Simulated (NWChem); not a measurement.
## Extrapolating the UMP2 correlation energy of C₂H₅S

```xyz
8

C     -1.6864     0.1477     0.0861
C     -0.3891    -0.5151     0.3730
S      1.1339     0.0870    -0.1977
H     -1.9934     0.0428    -0.9740
H     -2.4890    -0.2847     0.7026
H     -1.6497     1.2305     0.2990
H     -0.3504    -1.5708     0.6546
H      0.7924     1.3940    -0.2734
```
Charge 0, spin multiplicity 2.

Program: NWChem. Structure: optimised with UPBE0/def2-SVP, a minimum by its harmonic frequencies. It is one conformer; others weren't searched.

The correlated methods keep 7 core orbitals frozen. The structure started from a generated list of species. The stability of the SCF solutions was not checked. Open-shell Hartree-Fock references start from PBE0 orbitals; any time given for them includes that run.

Worked example. The UMP2 correlation energy is -399.19 mHa in cc-pVDZ and -502.42 mHa in cc-pVTZ. The form E(X) = E∞ + A/X³ turns the pair into an estimate of the basis-set limit.

E∞ = (3³·(-502.42) − 2³·(-399.19))/(3³ − 2³) = -545.9 mHa. The larger basis holds 92 % of that, at about 10 times the processor time of the smaller one. This is a two-point estimate, and a rough one from so small a pair.
